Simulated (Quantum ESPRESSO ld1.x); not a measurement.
Question: The mean radii <r> (bohr) of the occupied orbitals of an atom or ion are listed with their occupations. Calculated with ld1.x of Quantum ESPRESSO 7.5: scalar-relativistic Kohn-Sham, LDA (Slater exchange, Perdew-Wang correlation), spin-polarised, spherical densities, point nucleus.

orbital  occ.      <r>
1s up       1  0.04414
1s down     1  0.04414
2s up       1   0.1962
2s down     1   0.1962
2p up       3   0.1713
2p down     3   0.1713
3s up       1   0.5752
3s down     1   0.5750
3p up       3   0.5903
3p down     3   0.5898
3d up       5   0.6302
3d down     5   0.6274
4s up       1    1.688
4s down     1    1.687
4p up       2    1.978
5f up       1    14.22

Name the element and its charge. Open shells, if any, are filled with parallel spins first.

Answer: Z = 34, selenium, charge +1: Se+ in [Ar] 3d10 4s2 4p2 5f1. The 1s radius gives Z: for a bare nucleus <r> = (2 gamma + 1)/(2Z) with gamma = sqrt(1 - (Z/c)^2), 0.0432 bohr for Z = 34, and screening makes it slightly larger (0.04414 here). The occupations add up to 33, and the charge is Z minus that.
